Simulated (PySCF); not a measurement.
C₂H₁₁AsSSi₂.
Numbering: `[CH3:1][S:2][Si@@H:3]([CH3:4])[AsH:5][SiH3:6]` (hydrogens: H7, H8, H9 on C1; H10 on Si3; H11, H12, H13 on C4; H14 on As5; H15, H16, H17 on Si6)

Method: PySCF 2.14.0, PBE0-D3(BJ)/def2-SVP geometry optimisation, gas phase; density fitting, grid level 1; the optimiser is geomeTRIC in internal coordinates, started from a GFN2-xTB structure with every atom displaced at random (about 0.01 Å).

Step 0: E = -89649.2234 eV
```
atom  x, y, z in Å  |  force x, y, z in eV/Å
C1      2.0993    1.3186    0.6068   -1.104   0.516  -0.098
S2      2.3411   -0.3349   -0.0472   -0.261  -0.535   0.100
Si3     0.2678   -0.8628   -0.4653    1.458  -0.830  -0.004
C4      0.2790   -2.7540   -0.5511   -2.358   0.966   0.014
As5    -1.1192   -0.1061    1.2427    0.208   0.063   0.720
Si6    -1.9742    1.7786    0.1721    0.048   0.193  -0.095
H7      3.0626    1.7470    0.8565    0.491   0.139   0.169
H8      1.6231    1.9675   -0.1624    0.187  -0.105   0.369
H9      1.4545    1.3023    1.5173    0.354   0.075  -0.340
H10     0.0286   -0.3199   -1.7986   -0.512   0.338  -0.596
H11    -0.7445   -3.0878   -0.8686    0.582   0.162  -0.039
H12     0.9910   -3.1442   -1.2331    1.041  -0.423  -0.946
H13     0.4100   -3.1883    0.4174    0.406  -0.369   1.056
H14    -2.2467   -0.9751    0.7653   -0.375  -0.265  -0.145
H15    -2.3219    1.5455   -1.2360   -0.111  -0.120  -0.475
H16    -3.1803    2.2473    0.8753   -0.341   0.044   0.258
H17    -0.9867    2.8781    0.2180    0.288   0.152   0.053
```

**Question.** Estimate the geometry and energy of step 1. (The exact step hangs on the optimiser's Hessian estimate; all steps are aligned on step 0, rigid shifts and turns removed.)

**Answer.** E = -89649.4367 eV, largest force 0.230 eV/Å
```
atom  x, y, z in Å  |  force x, y, z in eV/Å
C1      2.1177    1.3848    0.5951   -0.019   0.040  -0.122
S2      2.3338   -0.3554    0.1005   -0.058  -0.039   0.044
Si3     0.3250   -0.8846   -0.4653    0.081   0.059  -0.042
C4      0.2144   -2.7502   -0.5677    0.162  -0.164  -0.009
As5    -1.1114   -0.1539    1.2790   -0.124  -0.077  -0.002
Si6    -1.9765    1.7444    0.1725   -0.008  -0.014   0.023
H7      3.0978    1.7469    0.9345   -0.009  -0.066   0.061
H8      1.8119    2.0040   -0.2594   -0.059   0.024  -0.010
H9      1.3890    1.4955    1.4143    0.072  -0.046  -0.022
H10    -0.0184   -0.2854   -1.8009   -0.032   0.031   0.105
H11    -0.7852   -3.0425   -0.9197   -0.060   0.016  -0.062
H12     0.9599   -3.1613   -1.2758   -0.112   0.077   0.173
H13     0.3640   -3.2073    0.4253    0.082   0.048  -0.107
H14    -2.2644   -1.0376    0.7849    0.090   0.073   0.021
H15    -2.3347    1.4952   -1.2560   -0.001   0.005  -0.018
H16    -3.1935    2.1940    0.9141   -0.003   0.029  -0.022
H17    -0.9457    2.8252    0.2337   -0.001   0.005  -0.012
```

The energy changes by -0.2133 eV. The first-order estimate −F·Δx gives -0.4587 eV and the mean of the old and new forces, exact on a quadratic surface, -0.2196 eV. The step makes an angle of 75° with the force vector and moves no atom by more than 0.229 Å.

The cost below is that of the whole optimisation. On one thread of an Arm Neoverse V2, shared host with 48 logical CPUs at a one-minute load of 51, this took 2.0 min of wall time and 0.91 GiB of memory at its peak.
